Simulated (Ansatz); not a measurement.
C3H11BSi (`CCB(C)[SiH3]`), relaxed with RKS PBE-D4/def2-SVP in Ansatz from a rough embedded geometry. The force threshold is 0.03 eV/Å; the program also tests the step.

Total charge 0; spin multiplicity 1.

Start:

```xyz
16

C    -1.616   -1.082   -0.912
C    -0.102   -1.009   -0.725
B     0.374    0.282    0.126
C     0.228    1.732   -0.537
Si    1.302    0.027    1.790
H    -2.088   -1.033    0.141
H    -1.904   -1.959   -1.431
H    -1.948   -0.143   -1.470
H     0.272   -1.955   -0.197
H     0.382   -0.998   -1.727
H    -0.890    1.930   -0.562
H     0.699    1.803   -1.474
H     0.618    2.522    0.251
H     2.672    0.592    1.741
H     1.400   -1.427    2.113
H     0.601    0.716    2.874
```

| step | energy (eV) | largest force (eV/Å) | largest move (Å) |
| --- | --- | --- | --- |
| 1 | -11828.1617 | 4.508 | 0.000 |
| 2 | -11828.6575 | 1.160 | 0.157 |
| 3 | -11828.7382 | 0.349 | 0.094 |
| 4 | -11828.7465 | 0.254 | 0.167 |
| 5 | -11828.7550 | 0.182 | 0.140 |
| 6 | -11828.7587 | 0.244 | 0.085 |
| 7 | -11828.7633 | 0.130 | 0.079 |
| 8 | -11828.7668 | 0.055 | 0.043 |
| 9 | -11828.7693 | 0.025 | 0.082 |
| 10 | -11828.7702 | 0.180 | 0.196 |
| 11 | -11828.7735 | 0.077 | 0.022 |
| 12 | -11828.7767 | 0.093 | 0.103 |
| 13 | -11828.7798 | 0.117 | 0.196 |
| 14 | -11828.7826 | 0.098 | 0.043 |
| 15 | -11828.7867 | 0.056 | 0.100 |
| 16 | -11828.7885 | 0.090 | 0.130 |
| 17 | -11828.7892 | 0.082 | 0.032 |
| 18 | -11828.7899 | 0.050 | 0.030 |
| 19 | -11828.7901 | 0.024 | 0.022 |

End:

```xyz
16

C    -1.416   -1.192   -0.767
C     0.101   -0.910   -0.942
B     0.427    0.341   -0.039
C     0.183    1.809   -0.543
Si    1.061    0.006    1.871
H    -1.675   -1.400    0.292
H    -1.729   -2.075   -1.362
H    -2.035   -0.333   -1.099
H     0.667   -1.822   -0.657
H     0.307   -0.705   -2.016
H    -0.720    2.191   -0.009
H     0.004    1.914   -1.633
H     0.990    2.508   -0.232
H     2.550   -0.269    1.825
H     0.425   -1.220    2.484
H     0.859    1.159    2.825
```

It took 34 s on 4 threads of an Intel Xeon Platinum 8259CL on a shared host, with 0.19 GiB of host memory at the peak.
